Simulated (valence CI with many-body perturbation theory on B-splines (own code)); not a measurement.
Au LXVI: electric-dipole lines

Level of theory: relativistic CI+MBPT: four valence electrons over a frozen Dirac-Fock core [Ne], a basis of 11 s, 11 p, 9 d, 7 f, 5 g, 2 h, 1 i functions for each j, with the one-electron correlation potential Σ1, the two-electron term Σ2, the three-electron term Σ3, Breit, model QED; selected CI, second order for the rest (own B-spline code, finite nucleus).

No measured spectrum was set against this ion. As an estimate, large intervals hold to a few tenths of a per cent, small ones and those within an open d or f shell to about a per cent.

Lines 151 to 200 of 268 in falling wavelength, among levels below 1621.5 eV, chosen from the strongest by gf and those to the six lowest levels. Wavelengths and rates use the calculated energies. Electric multipoles are in the length gauge, E1 and E2 with the static RPA response of the core. Weak lines are less certain than strong ones. Lines between different terms over intervals too small for the method are left out, as are lines whose strength nearly cancels. The highest levels of a list are the least certain.

Levels are named by their leading jj configuration (3d3/2^4 stands for four electrons in 3d with j = 3/2), which in mixed levels can hold well under half, so a name can repeat and another be missing. Letters in brackets count levels of one name in rising energy.

| λ vac (Å) | Upper | Lower | A (s⁻¹) | S (a.u.) with core polarisation | S without |
| --- | --- | --- | --- | --- | --- |
| 17.79 | (3s 3p1/2^2 3p3/2) J=1 | (3s^2 3p1/2^2) J=0 | 1.20e+12 | 1.00e-02 | 1.01e-02 |
| 17.75 | (3s 3p1/2 3p3/2 3d3/2) J=3 [b] | (3s^2 3p1/2 3d3/2) J=2 | 4.15e+11 | 8.02e-03 | 8.12e-03 |
| 17.73 | (3p1/2^2 3p3/2 3d3/2) J=3 | (3s 3p1/2^2 3d3/2) J=2 | 1.57e+12 | 3.02e-02 | 3.07e-02 |
| 17.72 | (3p1/2^2 3p3/2 3d3/2) J=1 | (3s 3p1/2^2 3d3/2) J=2 | 4.99e+11 | 4.11e-03 | 4.17e-03 |
| 17.70 | (3p1/2^2 3p3/2^2) J=0 | (3s 3p1/2^2 3p3/2) J=1 | 2.32e+12 | 6.35e-03 | 6.44e-03 |
| 17.68 | (3p1/2^2 3p3/2 3d3/2) J=0 | (3s 3p1/2^2 3d3/2) J=1 | 9.71e+11 | 2.65e-03 | 2.68e-03 |
| 17.66 | (3s 3p1/2 3p3/2 3d3/2) J=1 [a] | (3s 3p1/2^2 3p3/2) J=2 | 6.06e+10 | 4.94e-04 | 5.01e-04 |
| 17.63 | (3s 3p1/2 3p3/2 3d3/2) J=1 [b] | (3s^2 3p1/2 3d3/2) J=2 | 3.23e+11 | 2.62e-03 | 2.65e-03 |
| 17.58 | (3s 3p1/2 3p3/2^2) J=2 [b] | (3s^2 3p1/2 3p3/2) J=1 | 5.47e+10 | 7.33e-04 | 7.44e-04 |
| 17.56 | (3s 3p1/2 3p3/2 3d5/2) J=3 [d] | (3s^2 3p1/2 3d5/2) J=3 | 1.88e+12 | 3.52e-02 | 3.57e-02 |
| 17.55 | (3s 3p1/2 3p3/2^2) J=1 [a] | (3s^2 3p1/2 3p3/2) J=1 | 1.87e+12 | 1.50e-02 | 1.52e-02 |
| 17.55 | (3s 3p1/2 3p3/2 3d5/2) J=1 [c] | (3s^2 3p1/2 3d5/2) J=2 | 7.98e+11 | 6.39e-03 | 6.47e-03 |
| 17.55 | (3s 3p1/2 3p3/2 3d3/2) J=2 [c] | (3s^2 3p1/2 3d3/2) J=2 | 4.28e+11 | 5.72e-03 | 5.79e-03 |
| 17.53 | (3s 3p1/2 3p3/2 3d5/2) J=2 [c] | (3s^2 3p1/2 3d5/2) J=3 | 3.61e+11 | 4.80e-03 | 4.86e-03 |
| 17.52 | (3s 3p1/2 3p3/2 3d5/2) J=3 [d] | (3s^2 3p1/2 3d5/2) J=2 | 5.19e+11 | 9.64e-03 | 9.78e-03 |
| 17.52 | (3p1/2^2 3p3/2 3d3/2) J=1 | (3s 3p1/2^2 3d3/2) J=1 | 1.06e+12 | 8.40e-03 | 8.51e-03 |
| 17.51 | (3s 3p1/2 3p3/2 3d3/2) J=3 [c] | (3s^2 3p1/2 3d3/2) J=2 | 3.85e+12 | 7.15e-02 | 7.24e-02 |
| 17.51 | (3s 3p1/2 3p3/2 3d3/2) J=3 [a] | (3s 3p1/2^2 3p3/2) J=2 | 7.23e+10 | 1.34e-03 | 1.36e-03 |
| 17.50 | (3s 3p1/2 3p3/2 3d5/2) J=2 [c] | (3s^2 3p1/2 3d5/2) J=2 | 7.86e+11 | 1.04e-02 | 1.05e-02 |
| 17.49 | (3s 3p1/2 3p3/2^2) J=1 [b] | (3s^2 3p1/2 3p3/2) J=2 | 4.23e+12 | 3.35e-02 | 3.40e-02 |
| 17.47 | (3s 3p1/2 3p3/2 3d3/2) J=1 [c] | (3s^2 3p1/2 3d3/2) J=2 | 4.59e+12 | 3.63e-02 | 3.68e-02 |
| 17.39 | (3s 3p1/2 3p3/2 3d3/2) J=2 [b] | (3s 3p1/2^2 3p3/2) J=1 | 1.25e+11 | 1.62e-03 | 1.64e-03 |
| 17.34 | (3p1/2^2 3p3/2^2) J=2 | (3s 3p1/2^2 3p3/2) J=2 | 6.98e+11 | 8.98e-03 | 9.10e-03 |
| 17.32 | (3s 3p1/2 3p3/2 3d5/2) J=2 [d] | (3s^2 3p1/2 3d5/2) J=3 | 3.50e+12 | 4.49e-02 | 4.55e-02 |
| 17.28 | (3s 3p1/2 3p3/2 3d5/2) J=2 [d] | (3s^2 3p1/2 3d5/2) J=2 | 8.84e+11 | 1.13e-02 | 1.14e-02 |
| 17.25 | (3s 3p1/2 3p3/2^2) J=1 [b] | (3s^2 3p1/2 3p3/2) J=1 | 1.37e+12 | 1.04e-02 | 1.05e-02 |
| 17.10 | (3s 3p1/2 3p3/2 3d3/2) J=1 [b] | (3s 3p1/2^2 3p3/2) J=1 | 1.52e+11 | 1.13e-03 | 1.14e-03 |
| 17.02 | (3s 3p1/2 3p3/2 3d3/2) J=2 [c] | (3s 3p1/2^2 3p3/2) J=1 | 1.85e+11 | 2.25e-03 | 2.28e-03 |
| 16.95 | (3s 3p1/2 3p3/2 3d3/2) J=1 [c] | (3s 3p1/2^2 3p3/2) J=1 | 1.35e+11 | 9.73e-04 | 9.87e-04 |
| 16.94 | (3s 3p1/2 3p3/2 3d5/2) J=2 [a] | (3s^2 3p1/2 3d3/2) J=1 | 1.50e+11 | 1.81e-03 | 1.83e-03 |
| 16.82 | (3s^2 3d3/2^2) J=2 | (3s^2 3p1/2 3d3/2) J=1 | 6.88e+12 | 8.08e-02 | 8.19e-02 |
| 16.81 | (3s 3p1/2 3p3/2 3d3/2) J=1 [d] | (3s^2 3p1/2 3d3/2) J=2 | 1.68e+11 | 1.18e-03 | 1.20e-03 |
| 16.80 | (3s 3p1/2 3p3/2 3d3/2) J=2 [d] | (3s^2 3p1/2 3d3/2) J=2 | 1.97e+12 | 2.30e-02 | 2.34e-02 |
| 16.71 | (3s 3p1/2 3p3/2 3d3/2) J=2 [b] | (3s 3p1/2^2 3p3/2) J=2 | 5.73e+11 | 6.60e-03 | 6.70e-03 |
| 16.55 | (3s^2 3p3/2 3d3/2) J=3 | (3s^2 3p1/2 3p3/2) J=2 | 3.76e+12 | 5.89e-02 | 5.97e-02 |
| 16.54 | (3s 3p1/2 3p3/2 3d3/2) J=3 [b] | (3s 3p1/2^2 3p3/2) J=2 | 3.50e+12 | 5.48e-02 | 5.56e-02 |
| 16.49 | (3s^2 3d3/2 3d5/2) J=3 | (3s^2 3p1/2 3d5/2) J=3 | 4.17e+12 | 6.46e-02 | 6.55e-02 |
| 16.45 | (3s^2 3d3/2 3d5/2) J=3 | (3s^2 3p1/2 3d5/2) J=2 | 2.38e+12 | 3.66e-02 | 3.71e-02 |
| 16.44 | (3s 3p1/2 3p3/2 3d3/2) J=1 [b] | (3s 3p1/2^2 3p3/2) J=2 | 3.78e+12 | 2.48e-02 | 2.52e-02 |
| 16.41 | (3s^2 3p3/2 3d3/2) J=2 | (3s^2 3p1/2 3p3/2) J=2 | 6.13e+12 | 6.68e-02 | 6.77e-02 |
| 16.41 | (3s^2 3p3/2 3d3/2) J=1 | (3s^2 3p1/2 3p3/2) J=2 | 5.87e+11 | 3.83e-03 | 3.89e-03 |
| 16.37 | (3s 3p1/2 3p3/2 3d3/2) J=2 [c] | (3s 3p1/2^2 3p3/2) J=2 | 5.39e+12 | 5.83e-02 | 5.91e-02 |
| 16.33 | (3s 3p1/2 3p3/2 3d3/2) J=3 [c] | (3s 3p1/2^2 3p3/2) J=2 | 3.72e+11 | 5.60e-03 | 5.68e-03 |
| 16.32 | (3s 3p1/2 3p3/2 3d3/2) J=1 [d] | (3s 3p1/2^2 3p3/2) J=1 | 7.32e+12 | 4.71e-02 | 4.78e-02 |
| 16.31 | (3s 3p1/2 3p3/2 3d3/2) J=2 [d] | (3s 3p1/2^2 3p3/2) J=1 | 2.29e+12 | 2.46e-02 | 2.49e-02 |
| 16.30 | (3s 3p1/2 3p3/2 3d3/2) J=1 [c] | (3s 3p1/2^2 3p3/2) J=2 | 2.71e+11 | 1.74e-03 | 1.76e-03 |
| 16.27 | (3s 3p1/2 3p3/2 3d5/2) J=2 [b] | (3s^2 3p1/2 3d3/2) J=1 | 6.03e+11 | 6.41e-03 | 6.50e-03 |
| 16.25 | (3s^2 3d3/2 3d5/2) J=4 | (3s^2 3p1/2 3d5/2) J=3 | 4.97e+12 | 9.46e-02 | 9.60e-02 |
| 16.23 | (3s^2 3d3/2 3d5/2) J=2 | (3s^2 3p1/2 3d5/2) J=3 | 1.57e+12 | 1.65e-02 | 1.68e-02 |
| 16.23 | (3s 3p1/2 3p3/2 3d3/2) J=0 [b] | (3s 3p1/2^2 3p3/2) J=1 | 4.56e+12 | 9.62e-03 | 9.76e-03 |
